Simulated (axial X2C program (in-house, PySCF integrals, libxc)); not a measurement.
**WS⁻ along the bond: PBE0, with spin–orbit coupling**

All values were computed with an axial X2C code built on PySCF integrals. Two-component (2c) means X2C with spin–orbit coupling and atomic mean-field two-electron Coulomb and Gaunt terms. Basis: W dyall-acv3z [14s15p10d7f4g], S dyall-av3z [9s8p3d2f] (cores contracted in-house); Gaussian nuclei, density fitting, unrestricted open shells. Masses: W 183.951 u, S 31.972 u.

State: Ω = 1/2 (⟨Sz⟩ = 1.44, ⟨Lz⟩ = -0.94 at PBE0). Dipoles are positive if S is the positive end and refer to the centre of mass.

Results along the bond:

```json
{"R (Å)": "1.874", "μ (D)": "-0.419", "HOMO (eV)": "0.48", "LUMO (eV)": "1.89"}
{"R (Å)": "1.960", "μ (D)": "-0.782", "HOMO (eV)": "0.29", "LUMO (eV)": "1.89"}
{"R (Å)": "2.025", "μ (D)": "-1.089", "HOMO (eV)": "0.16", "LUMO (eV)": "1.89"}
{"R (Å)": "2.089", "μ (D)": "-1.419", "HOMO (eV)": "0.06", "LUMO (eV)": "1.89"}
{"R (Å)": "2.154", "μ (D)": "-1.768", "HOMO (eV)": "-0.01", "LUMO (eV)": "1.89"}
{"R (Å)": "2.229", "μ (D)": "-2.191", "HOMO (eV)": "-0.09", "LUMO (eV)": "1.85"}
{"R (Å)": "2.305", "μ (D)": "-2.617", "HOMO (eV)": "-0.16", "LUMO (eV)": "1.73"}
{"R (Å)": "2.402", "μ (D)": "-3.147", "HOMO (eV)": "-0.24", "LUMO (eV)": "1.57"}
{"R (Å)": "2.520", "μ (D)": "-3.714", "HOMO (eV)": "-0.33", "LUMO (eV)": "1.37"}
{"R (Å)": "2.692", "μ (D)": "-4.252", "HOMO (eV)": "-0.41", "LUMO (eV)": "1.14"}
```

The state is one determinant whose occupation by symmetry is held fixed; it was picked as the lowest of a PBE0 search that is not exhaustive. Density functionals use the spin component along the axis (collinear). Without a current term, density functionals place determinants with orbital angular momentum somewhat too high. With several unpaired electrons one determinant need not be a pure state. The highest occupied level of some functionals is positive through self-interaction error; at Hartree–Fock it is bound. The lowest spin-free determinant has another configuration (M_S = 5/2, Λ = 0), so the order of states is uncertain and this need not be the ground state. The LUMO of an anion is an unbound level whose energy the basis sets.
